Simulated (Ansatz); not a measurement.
Reaction (formal loss of a carbene): `[CH3][Al]([OH])[CH2]F` → `[CH2]` (triplet) + `[OH][AlH][CH2]F`

Calculated with Ansatz (gas phase, PBE0-D4/def2-TZVP geometries, no zero-point term in ΔE). CCSD(T)/CBS is the MP2 limit (def2-TZVPP, def2-QZVPP) plus CCSD(T) − MP2 in def2-TZVPP, frozen cores. This one scheme is used for every species. Functionals use def2-TZVPP. Triplets are unrestricted, without spin–orbit coupling. One conformer a species, not always the lowest.

```
             level  ΔE (kJ/mol)  difference from CCSD(T)/CBS
         r2SCAN-D4        462.6                        -18.9
           ωB97M-V        484.8                          3.3
            B2PLYP        472.1                         -9.4
               PBE        483.4                          1.9
   CCSD/def2-TZVPP        457.2                        -24.3
     HF/def2-QZVPP        326.6                       -154.9
    MP2/def2-QZVPP        490.4                          8.9
SCS-MP2/def2-QZVPP        489.0                          7.5
      HF/CBS(def2)        326.6                       -154.9
     MP2/CBS(def2)        495.7                         14.2
       CCSD(T)/CBS        481.5                            0
```

Largest T1 diagnostic among the species: 0.012.

In def2-TZVPP, CCSD(T) changes the Hartree–Fock value by +142.4 kJ/mol (the triples alone add +11.8 kJ/mol) and MP2 by +156.7 kJ/mol. From PBE to PBE0 (25 % exact exchange), in def2-TZVPP and without D4, ΔE moves by −9.0 kJ/mol.
